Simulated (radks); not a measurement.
Coulomb parameter of the 3d shell of the chromium ion Cr2+ in the model configuration [Ar] 3d3 4s1, as a second difference U = [E(n + 0.5) + E(n - 0.5) - 2 E(n)] / (0.5)^2 with all orbitals relaxed. "Bare": the charge of the atom changes with n. "Screened": the 4s shell takes up the change at fixed total charge, which measures U(3d,3d) + U(4s,4s) - 2 U(3d,4s). Method: scalar-relativistic Kohn-Sham, BLYP, spin-unpolarised, spherical densities, finite nucleus; Fermi nuclear charge, rms radius 3.6452 fm; computed with a radial shooting solver on a logarithmic mesh with Libxc functionals.

\begin{tabular}{lrr}
case & configuration & E - E(n) (eV) \\ \hline
start & [Ar] 3d3 4s1 & 0.000 \\
bare +0.5 & [Ar] 3d3.5 4s1 & -12.244 \\
bare -0.5 & [Ar] 3d2.5 4s1 & 16.293 \\
screened +0.5 & [Ar] 3d3.5 4s0.5 & -3.293 \\
screened -0.5 & [Ar] 3d2.5 4s1.5 & 4.296 \\
\end{tabular}

U(bare) = 16.196 eV, U(screened by 4s) = 4.009 eV, against the Slater integral F0(3d,3d) = 22.044 eV with frozen orbitals.
